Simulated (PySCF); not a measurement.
Trend along group 14: MF cations

PBE0 with double-zeta basis sets in PySCF, for the lowest determinant that a PBE0 search found; no spin–orbit coupling. De refers to high-spin ground-configuration atoms (the charge goes to the atom of lower measured ionisation energy or higher electron affinity, which is not always the lowest computed limit). A positive dipole points towards F; it is taken about the centre of mass and depends on that origin.

```tsv
M	basis	charged atom	state (unpaired electrons)	Re (Å)	ωe (cm⁻¹)	De (eV)	μ (D)
C	aug-cc-pVDZ	C+	singlet (closed shell)	1.163	1765	7.73	-1.07
Si	6-31G(d,p)	Si+	singlet (closed shell)	1.556	1039	6.60	-3.37
Ge	cc-pVDZ-PP/cc-pVDZ	Ge+	singlet (closed shell)	1.710	791	5.40	-3.03
Sn	x2c-SVPall	Sn+	singlet (closed shell)	1.900	705	4.94	-3.40
Pb	def2-SVP	Pb+	singlet (closed shell)	2.002	635	n/a	-3.65
```

The shortest bond is that of CF⁺ (1.163 Å), the longest that of PbF⁺ (2.002 Å).

The rows differ in basis set, which adds steps of its own.

Down a group the atoms grow and get heavier, so bonds lengthen and wavenumbers fall; this series shows no clear exception.

These are scalar-relativistic numbers at best; spin–orbit coupling would shift them, the dissociation energy most. For an ion De counts to the pair picked by the measured ionisation energies or electron affinities, which need not be the lowest pair at this level.
